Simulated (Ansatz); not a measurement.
The same redistribution along the group B, Al, Ga, In.

Computed with Ansatz on PBE0-D4/def2-TZVP structures; ΔE is electronic, products minus reactants. CBS: MP2 limit from def2 TZ/QZ plus the TZ coupled-cluster correction, frozen cores. DFT in def2-TZVPP. B3LYP here is the variant with VWN-RPA as its local correlation; programs differ in this. def2 core potentials past Kr. For Br, Ga, Ge, In outer-core shells are correlated without core-valence functions, which leaves a few kJ/mol of doubt a bond. Scalar relativity is left out up to krypton. One conformer a species, not always the lowest.

```
                                                                                             reaction  CCSD(T)/CBS(def2) (kcal/mol)
                     `OB(O)Br` + `C[O][Ge]([O]C)([O]C)[O]C` → `COB(O)Br` + `C[O][Ge]([OH])([O]C)[O]C`                          -1.0
`[OH][Al]([OH])[Br]` + `C[O][Ge]([O]C)([O]C)[O]C` → `C[O][Al]([OH])[Br]` + `C[O][Ge]([OH])([O]C)[O]C`                           1.1
`[OH][Ga]([OH])[Br]` + `C[O][Ge]([O]C)([O]C)[O]C` → `C[O][Ga]([OH])[Br]` + `C[O][Ge]([OH])([O]C)[O]C`                           0.9
`[OH][In]([OH])[Br]` + `C[O][Ge]([O]C)([O]C)[O]C` → `C[O][In]([OH])[Br]` + `C[O][Ge]([OH])([O]C)[O]C`                             ?
```

Question: Fill in the missing values. (Estimate.)

Answer: The calculation gave: `[OH][In]([OH])[Br]` + `C[O][Ge]([O]C)([O]C)[O]C` → `C[O][In]([OH])[Br]` + `C[O][Ge]([OH])([O]C)[O]C`: +1.4 kcal/mol.

Largest T1 diagnostic: 0.015, for `C[O][In]([OH])[Br]`.
